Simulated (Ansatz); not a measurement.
A ladder of methods for SnSe (SMILES [Se][Sn])

The species is SnSe (2 atoms), meant as a singlet with charge 0. SMILES: `[Se][Sn]`. Geometry: a GFN2-xTB relaxation, a rough one for these elements and not checked as a minimum.

```xyz
2

Se    0.0000    0.0000    0.0000
Sn    0.0000    0.0000    2.3383
```

Each level gives the energy change with the Se1–Sn2 bond stretched from 2.338 to 4.677 Å (eV). The values are calculated.

```csv
level,kind,program,value (eV),less FCI/STO-3G,CPU time (all runs)
HF/STO-3G (restricted),Hartree–Fock,Ansatz,7.94,+2.39,2.5 s
r2SCAN/STO-3G (restricted),meta-GGA,Ansatz,8.39,+2.84,55 s
BHLYP/STO-3G (restricted),global hybrid,Ansatz,8.79,+3.24,5 s
CAM-B3LYP/STO-3G (restricted),range-separated hybrid,Ansatz,9.00,+3.45,6 s
HSE06/STO-3G (restricted),range-separated hybrid,Ansatz,9.06,+3.51,25 s
B2PLYP/STO-3G (restricted),double hybrid,Ansatz,9.00,+3.45,10 s
RPA@PBE/STO-3G (restricted),RPA,Ansatz,4.71,-0.84,21 s
MP2/STO-3G (restricted),perturbation theory,Ansatz,9.06,+3.51,7.9 s
CCSD(T)/STO-3G (restricted),coupled cluster or CI,Ansatz,8.54,+2.99,7.4 s
FCI/STO-3G,exact in the basis,Ansatz,5.55,0.00,21 s
```

FCI/STO-3G is exact within its basis and frozen core, so for wave-function methods in that basis the difference is their error; functionals converge differently with the basis, so for them it is only a difference. Spin-restricted single references rise too steeply as a bond breaks. All-electron rows without a relativistic Hamiltonian named are non-relativistic. The first shape isn't each level's own minimum. The values span 4.71 to 9.06 eV. All rows use very small basis sets, so even the best lies far from the true value. In the correlated wave-function rows the outer d shell of Se, Sn is correlated, in sets not made for it. Times are those of the runs behind each value, whatever else they computed, on shared processors of several kinds: orders of magnitude only.
